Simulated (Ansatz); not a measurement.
Stepwise reaction of `[O]=[Ta]([OH])([OH])[OH]` with hydrogen fluoride, as a gas-phase model of exchange steps in deposition or etching. ΔE in kJ/mol; ΔG adds harmonic PBE0-D4 terms to CCSD(T)/CBS, at 1 bar.

Isolated molecules relaxed with PBE0-D4/def2-TZVP in Ansatz; ΔE leaves out vibrations. CBS: MP2 limit from def2 TZ/QZ plus the TZ coupled-cluster correction, frozen cores. This one scheme is used for every species. DFT in def2-TZVPP. B3LYP here is the variant with VWN-RPA as its local correlation; programs differ in this. def2 core potentials past Kr. For Ta outer-core shells are correlated without core-valence functions, which leaves a few kJ/mol of doubt a bond. Each species was taken in one conformer, which may not be the lowest.

```tsv
step	reaction	PBE-D4	B3LYP-D4	ωB97M-V	CCSD(T)/CBS	ΔG(500 K)
2	`[O]=[Ta]([OH])([OH])[F]` + H–F → `[O]=[Ta]([OH])([F])[F]` + H₂O	-33.2	-32.0	-32.5	-27.1	-27.9
3	`[O]=[Ta]([OH])([F])[F]` + H–F → `[O]=[Ta]([F])([F])[F]` + H₂O	-26.2	-24.7	-25.5	-20.3	-17.7
```

Problem. Give the row of step 1, `[O]=[Ta]([OH])([OH])[OH]` + H–F → `[O]=[Ta]([OH])([OH])[F]` + H₂O. (Best estimate.)

Solution. Computed: 
| step | reaction | PBE-D4 | B3LYP-D4 | ωB97M-V | CCSD(T)/CBS | ΔG(500 K) |
| --- | --- | --- | --- | --- | --- | --- |
| 1 | `[O]=[Ta]([OH])([OH])[OH]` + H–F → `[O]=[Ta]([OH])([OH])[F]` + H₂O | -78.9 | -77.7 | -77.9 | -72.2 | -63.0 |

Problem. By hand: ΔE of the 3 steps together at CCSD(T)/CBS.

Solution. (-72.2) + (-27.1) + (-20.3) = -119.6 kJ/mol, or -39.9 kJ/mol a step.

In ΔE each step is higher than the one before. All are downhill at CCSD(T)/CBS. ΔG lies between -63.0 and -17.7 kJ/mol a step. PBE-D4 differs from CCSD(T)/CBS by -6.7 to -5.9 kJ/mol a step. Isolated molecules leave out the surface, adducts and barriers. Largest T1 diagnostic: 0.020.
